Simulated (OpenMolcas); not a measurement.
# Multiplet structure of Pr³⁺

```json
{"Program": "OpenMolcas 26.06", "Method": "CASSCF", "Basis": "ANO-RCC-VQZP [9s8p6d4f3g2h]", "Scalar Hamiltonian": "DKH2, point nucleus", "Active space": "2 electrons in 7 orbitals (4f)", "State averaging": "2S+1 = 3 even, 21 roots; 2S+1 = 1 even, 28 roots", "Spin-orbit coupling": "RASSI with atomic mean-field integrals over the reference wave functions, term energies averaged over their components"}
```

Spin-free terms above the lowest, with the occupations of the reference:

| Configuration | Term | E (eV) | Occupations |
| --- | --- | --- | --- |
| 4f² | ³H | 0.0000 | 4f 2.00 |
| 4f² | ³F | 0.7405 | 4f 2.00 |
| 4f² | ¹G | 0.8536 | 4f 2.00 |
| 4f² | ¹D | 2.5949 | 4f 2.00 |
| 4f² | ¹I | 3.1405 | 4f 2.00 |
| 4f² | ³P | 3.4555 | 4f 2.00 |
| 4f² | ¹S | 7.6076 | 4f 2.00 |

With spin-orbit coupling, above the lowest level:

```json
{"Configuration": "4f²", "Term": "³H", "J": "4", "E (eV)": "0.0000", "Measured (eV)": "0.0000", "g": "0.805", "Term weight %": "97", "Second": "2 ¹G"}
{"Configuration": "4f²", "Term": "³H", "J": "5", "E (eV)": "0.2823", "Measured (eV)": "0.2668", "g": "1.033", "Term weight %": "100", "Second": ""}
{"Configuration": "4f²", "Term": "³H", "J": "6", "E (eV)": "0.5811", "Measured (eV)": "0.5442", "g": "1.167", "Term weight %": "100", "Second": ""}
{"Configuration": "4f²", "Term": "³F", "J": "2", "E (eV)": "0.8416", "Measured (eV)": "0.6195", "g": "0.671", "Term weight %": "99", "Second": ""}
{"Configuration": "4f²", "Term": "³F", "J": "3", "E (eV)": "1.0228", "Measured (eV)": "0.7954", "g": "1.084", "Term weight %": "100", "Second": ""}
{"Configuration": "4f²", "Term": "¹G", "J": "4", "E (eV)": "1.0306", "Measured (eV)": "", "g": "1.118", "Term weight %": "50", "Second": "48 ³F"}
{"Configuration": "4f²", "Term": "³F", "J": "4", "E (eV)": "1.4105", "Measured (eV)": "", "g": "1.127", "Term weight %": "51", "Second": "48 ¹G"}
{"Configuration": "4f²", "Term": "¹D", "J": "2", "E (eV)": "2.9088", "Measured (eV)": "2.1492", "g": "1.020", "Term weight %": "94", "Second": "5 ³P"}
{"Configuration": "4f²", "Term": "¹I", "J": "6", "E (eV)": "3.4787", "Measured (eV)": "2.7539", "g": "1.000", "Term weight %": "100", "Second": ""}
{"Configuration": "4f²", "Term": "³P", "J": "0", "E (eV)": "3.6589", "Measured (eV)": "2.6520", "g": "", "Term weight %": "99", "Second": ""}
{"Configuration": "4f²", "Term": "³P", "J": "1", "E (eV)": "3.7378", "Measured (eV)": "2.7286", "g": "1.501", "Term weight %": "100", "Second": ""}
{"Configuration": "4f²", "Term": "³P", "J": "2", "E (eV)": "3.8874", "Measured (eV)": "2.8715", "g": "1.476", "Term weight %": "95", "Second": "5 ¹D"}
{"Configuration": "4f²", "Term": "¹S", "J": "0", "E (eV)": "7.9688", "Measured (eV)": "", "g": "", "Term weight %": "99", "Second": ""}
```

Against the 9 measured excited levels shown (Martin, Zalubas and Hagan, Atomic Energy Levels: The Rare-Earth Elements, NSRDS-NBS 60 (1978)) the mean absolute deviation is 4500 cm-1; the largest miss in energy is 4f² ³P₂: computed 3.8874, measured 2.8715 eV (+35.4 %).

Spin-orbit coupling puts the lowest level 0.3330 eV below the lowest spin-free term.

For ³H the intervals divided by the larger J are 455.5, 401.6 cm-1. Landé's interval rule makes them equal in pure LS coupling; they differ by 13 % of their mean. The multiplet is regular.

Without dynamic correlation excited terms often stand tens of per cent too high (terms of higher spin than the ground term too low), and those without a measured partner can miss by more than the paired ones. Some levels mix across a computed gap that differs much from the measured one, so their mixing is not that of the real levels. Computed and measured levels are paired by configuration, term and J; levels that our copy of the source lacks, or whose pairing is in doubt (as where it misses far off the trend of its configuration), stay unpaired and out of the deviations. Only configurations of the active space appear.

The RASSCF and RASSI steps took 23 s on 1 thread of Intel(R) Xeon(R) Platinum 8488C (Sapphire Rapids), with other jobs on the host; the integral step is not counted.

The term weight is that of the spin-free term in the level, not the purity of its configuration.
